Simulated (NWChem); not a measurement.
System: C$_{3}$HF$_{4}$, doublet; SMILES [CH]=C(F)C(F)(F)F

Input file for NWChem:

```
start job
memory heap 200 mb stack 900 mb global 1100 mb
geometry units angstroms
  C     -1.348535    -1.562278    -0.000821
  C     -0.171892    -0.962673    -0.000181
  F      1.004152    -1.613214     0.001501
  C      0.026069     0.547427     0.000028
  F      0.727517     0.936458    -1.084409
  F      0.711540     0.938401     1.094058
  F     -1.161499     1.184081    -0.009070
  H     -2.413962    -1.323217    -0.002199
end
basis spherical
  * library 3-21g
end
dft
  odft
  mult 2
  xc hfexch
  iterations 150
end
driver
  maxiter 120
end
task dft optimize
```

The determinant is spin-contaminated (<S²> = 1.02). No stability test was run on the SCF state.

The level has its own optimisation. Brackets give each atom's bonded neighbours.

Question: Predict the main results of this run. (UHF/3-21G.) Quantities: r C–C [C(CCF)–C(CH)] (Å); r C–H (Å); r C–F [C(CCF)–F(C)] (Å); r C–C [C(CCF)–C(CFFF)] (Å); dipole (D).

Answer: 
```yaml
r C–C [C(CCF)–C(CH)] (Å): 1.317
r C–H (Å): 1.063
r C–F [C(CCF)–F(C)] (Å): 1.355
r C–C [C(CCF)–C(CFFF)] (Å): 1.485
dipole (D): 2.51
```
